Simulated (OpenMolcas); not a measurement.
# Ta II: from CASSCF to CASPT2

| Property | Result |
| --- | --- |
| Program | OpenMolcas 26.06 |
| Basis | ANO-R3 [9s7p6d4f3g2h] |
| Scalar Hamiltonian | X2C, finite nucleus |
| Active space | 4 electrons in 6 orbitals (5d 6s) |
| State averaging | 2S+1 = 5 even, 15 roots; 2S+1 = 3 even, 45 roots; 2S+1 = 1 even, 14 roots |
| Spin-orbit coupling | state interaction with AMFI integrals over the reference wave functions, term energies averaged over their components |

Methods on the same reference wave functions:
A. CASSCF
B. SS-CASPT2, IPEA 0.25 Eh, imaginary shift 0.1 Eh (closed shells correlated: 5s 5p)
C. MS-CASPT2, IPEA 0.25 Eh, imaginary shift 0.1 Eh (closed shells correlated: 5s 5p)

Energies in cm⁻¹ above 5d³ 6s ⁵F₁, the measured ground level; measured values from NIST Handbook of Basic Atomic Spectroscopic Data.

| Level | A | B | C | Measured |
| --- | --- | --- | --- | --- |
| 5d³ 6s ⁵F₁ | 0.0 | 0.0 | 0.0 | 0.0 |
| 5d³ 6s ⁵F₂ | 1075 | 1052 | 1028 | 1031 |
| 5d³ 6s ⁵F₃ | 2653 | 2710 | 2690 | 2642 |
| 5d³ 6s ⁵F₄ | 4517 | 4580 | 4570 | 4416 |
| 5d³ 6s ⁵F₅ | 6418 | 6370 | 6370 | 6187 |
| 5d³ 6s ³P₀(1) | 6639 | 3810 | 4010 |  |
| 5d³ 6s ³P₁(1) | 7448 | 4770 | 4840 |  |
| 5d² 6s² ³F₂ [61 %] | 10185 | 4260 | 3780 | 3180 |
| 5d² 6s² ³F₃ | 12335 | 6890 | 6750 | 6831 |
| 5d³ 6s ⁵P₁ | 12807 | 11410 | 11470 |  |
| 5d² 6s² ³F₄ [61 %] | 14396 | 9340 | 9440 | 9746 |
| 5d³ 6s ⁵P₃ | 14528 | 13250 | 13240 |  |
| 5d⁴ ⁵D₀ | 14874 | 13790 | 13670 |  |
| 5d⁴ ⁵D₁ | 15267 | 14180 | 14110 |  |
| 5d⁴ ⁵D₂ | 16038 | 15100 | 15070 |  |
| 5d⁴ ⁵D₃ | 17273 | 16520 | 16530 |  |
| 5d³ 6s ³G₅ [55 %] | 17733 | 15020 | 15020 |  |

Deviations, from unrounded energies. A percentage is the sum of absolute deviations over the sum of measured energies, with the sign that they share, or ± where signs differ.

| Against measurement | Levels | A | B | C |
| --- | --- | --- | --- | --- |
| mean absolute deviation (cm-1) | 7 | 2500 | 280 | 200 |
| fine structure of the ground term (%) | 4 | +2.7 | +3.0 | ±2.7 |
| other configurations (%) | 3 | +86.8 | ±7.9 | ±5.0 |

C lies closest to measurement on these levels and A furthest from it. The largest miss of C in the table is 5d² 6s² ³F₂ [61 %], by +600 cm-1. The ranking rests on the paired levels alone, and a cruder setting can come out closer through cancelling errors.

Between B and C the level of the table that moves most is 5d² 6s² ³F₂ [61 %], by 480 cm-1 (lowest in C, highest in B). Moves below CASPT2's spread within the term are not significant.

The mean deviations of B to C differ by less than CASPT2's widest spread within a term (880 cm-1), so their order carries little weight.

From A to B the spin-free energies of the other terms of 5d³ 6s shown, above ⁵F, scale by factors of 0.46 to 0.85.

The lowest spin-free term lies below A's lowest term by 0.294 hartree in B, 0.294 hartree in C.

Term energies are means over components that CASPT2 splits; among the terms shown or strongly mixed into the levels shown the widest spread is 880 cm-1 (5d³ 6s ⁵F, C). Configurations are named by rounded mean occupations; where the s occupation lies near a half they are strongly mixed, a name can repeat and a true partner stay unpaired. A single d shell beside an s shell can misplace configurations of different d count against each other. Without dynamic correlation excited terms often stand tens of per cent too high (terms of higher spin than the ground term too low), and those without a measured partner can miss by more than the paired ones (holds for A). The CASPT2 spread within a term exceeds the gap to the next term for 5d³ 6s ³P(1) and 5d² 6s² ³F, 5d³ 6s ³H and 5d³ 6s ³P(2), so the order of their levels is uncertain, and so are names and mixing where such terms share a J (holds for C). Measured partners are found by configuration, term and J. A level has none where our copy of the source lacks it or the pairing is in doubt (some pairs that miss far off the trend of their configuration count as doubtful), and it then counts in no deviation. Only configurations of the active space appear. Levels that lie high or do not pair safely by name in every column are left out.

A share in square brackets marks a mixed level and gives the weight of the term that names it, the lowest over the columns. A number in round brackets counts repeated terms of one configuration in the order of the reference energies.
